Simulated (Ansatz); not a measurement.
System: C$_{3}$H$_{8}$FSi, net charge -1, singlet state. It need not be the lowest isomer of its formula. Whether it binds its extra electron was not tested at this geometry. SMILES: [CH2-][Si](C)(C)F
Structure (B3LYP-D3(BJ)/def2-TZVP (Ansatz, a quantum-chemistry and plane-wave program) minimum search):
```
Si
F 1 1.6839
C 1 1.7468 2 121.74
H 3 1.0889 1 121.13 2 -77.54
H 3 1.0889 4 113.40 1 -156.86
C 1 1.9049 2 98.89 3 124.87
H 6 1.0929 1 111.00 2 159.96
H 6 1.0946 7 107.50 1 -120.27
H 6 1.0949 7 108.56 8 -116.27
C 1 1.9049 2 98.89 6 110.26
H 10 1.0929 1 111.00 2 -159.96
H 10 1.0946 11 107.50 1 120.27
H 10 1.0949 11 108.56 12 116.27
```
Charge -1, spin multiplicity 1.

Parts of the frozen-core correlation energy in aug-cc-pV(T+d)Z (Ansatz, hartree). Frozen orbitals: 9; correlated occupied orbitals by spin: 16 and 16; virtual: 398 and 398. Spin-orbit coupling is left out. No relativistic terms.

```csv
term,value
reference (HF),-506.78750
MP2 opposite-spin,(withheld)
MP2 same-spin,-0.22019
CCSD correlation,(withheld)
(T),(withheld)
T1 diagnostic,0.012
largest doubles amplitude,0.013
```

Problem. Fill in the missing entries.

Solution. 
- MP2 opposite-spin, value: -0.72923
- CCSD correlation, value: -0.99036
- (T), value: -0.03977
